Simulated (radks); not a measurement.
Results of a calculation; reference values are marked as such.
Sb3-, configuration [Xe].

Level of theory: scalar-relativistic Kohn-Sham, LDA (Slater exchange, Perdew-Wang correlation), spin-polarised, spherical densities, point nucleus; Watson sphere of charge +3 and radius 3.51 bohr (a radial shooting solver on a logarithmic mesh with Libxc functionals).

Energy parts (hartree; the electron-nucleus part includes the sphere):
total: -6521.16837
kinetic: 6772.38626
electron-nucleus: -15762.00188
Hartree: 2633.84472
exchange-correlation: -165.39747

Orbitals (lengths in bohr, moments of r in powers of bohr; r(max) is where P^2 peaks):
orbital  occ.  eigenvalue (hartree)   r(max)
1s          2             -1112.339  0.01837
2s          2             -169.2251   0.1038
2p          6             -152.0019  0.08306
3s          2             -33.08746   0.3003
3p          6             -27.47279   0.2937
3d         10             -18.87958   0.2440
4s          2              -5.37186   0.7222
4p          6              -3.64904   0.7618
4d         10              -1.15124   0.8472
5s          2              -0.46292    1.947
5p          6              -0.20616    2.599

The highest occupied level is 5p at -5.610 eV. Summed over all electrons, <r^2> = 103.0 bohr^2, which gives a Langevin (diamagnetic) susceptibility term of -81.5 x 10^-6 cm^3/mol. The density falls to 0.001 e/bohr^3 at r = 5.38 bohr.
